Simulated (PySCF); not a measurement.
## How methods differ on the excitation energy of Al(2+)

Al(2+) [Ne] 3s1 (2S) → Al(2+) [Ne] 3d1 (2D), as a difference of total energies. Computed with PySCF 2.14 in dyall-av3z (19s12p3d2f, 84 functions), with the non-relativistic Hamiltonian (point nucleus). The calculations carry no spin-orbit coupling.

```csv
method,excitation energy (eV)
UHF,14.364
LDA,14.369
PBE,14.010
PBE0,14.122
r2SCAN,14.021
MN15,13.911
r2SCAN0,14.187
revPBE,13.813
PBEsol,14.006
```

The promoted electron is Rydberg-like, and one or two diffuse shells describe it only roughly, which tends to raise the upper state.
